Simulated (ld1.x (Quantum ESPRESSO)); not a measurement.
# rhenium (Re), TM: configuration errors across variants

ld1.x (Quantum ESPRESSO) 7.5 input, shortened:

```
&input
   title='Re', zed=75., rel=0, dft='REVPBE', iswitch=3,
   config='[Xe] 4f14 5d5 6s0.5 6p0'
 /
 &inputp
   pseudotype=2, tm=.true., lloc=0,
   nlcc=.false.
 /
3
6P  2  1   0.00   0.00  2.90  2.90  0.0
5D  3  2   5.00   0.00  2.50  2.50  0.0
6S  1  0   0.50   0.00  2.30  2.30  0.0
 &test
   configts(1)='5d5 6s0.5 6p0'
 /
```

All-electron excitation energies from the reference (eV): (1) 5d5 6s2 6p0 -14.047; (2) 5d5 6s1 6p0 -6.255; (3) 5d5 6s0 6p0 7.935; (4) 5d6 6s1 6p0 -15.414; (5) 5d3 6s0 6p0 76.068; (6) 5d4 6s2 6p0 -2.519; (7) 5d5 6s0 6p2 -6.898.

A true bound ghost makes a file unfit for plane-wave use even where its test errors are small: the radial tests pick states by their node count and pass the ghost by.

Errors AE − PS in meV (a dash: test not solved or not reliable):

| change | (1) | (2) | (3) | (4) | (5) | (6) | (7) | bound ghosts |
| --- | --- | --- | --- | --- | --- | --- | --- | --- |
| base | +66 | +12 | +20 | -19 | -279 | -19 | +30 | none |
| all radii scaled by about 0.74 (s 1.70, p 2.14, d 1.84 bohr) | +173 | +32 | +42 | +144 | -314 | -303 | +84 | p, s (extra level of the local part) |
| all radii scaled by about 0.83 (s 1.92, p 2.42, d 2.08 bohr) | +170 | +33 | +17 | +31 | -314 | +1141 | +27 | p, s (extra level of the local part) |
| all radii scaled by about 0.91 (s 2.10, p 2.66, d 2.28 bohr) | +76 | +13 | +18 | +0.8 | -300 | +52 | +26 | none |
| all radii scaled by about 1.06 (s 2.44, p 3.08, d 2.66 bohr) | +63 | +12 | +19 | -23 | -230 | -22 | +30 | none |
| all radii scaled by about 1.23 (s 2.82, p 3.56, d 3.06 bohr) | +59 | +11 | +17 | -22 | -67 | +4.6 | +30 | none |
| all radii scaled by about 1.32 (s 3.04, p 3.82, d 3.30 bohr) | +56 | +9.7 | +14 | -14 | +86 | +48 | +29 | none |
| all radii scaled by about 1.38 (s 3.18, p 4.02, d 3.46 bohr) | +51 | +8.1 | +10 | -6.0 | +216 | +84 | +25 | none |

(1) Give the same row for: all radii scaled by about 1.15 (s 2.64, p 3.32, d 2.86 bohr).

Answers

(1) +60, +11, +18, -25, -145, -15, +31; bound ghosts: none.
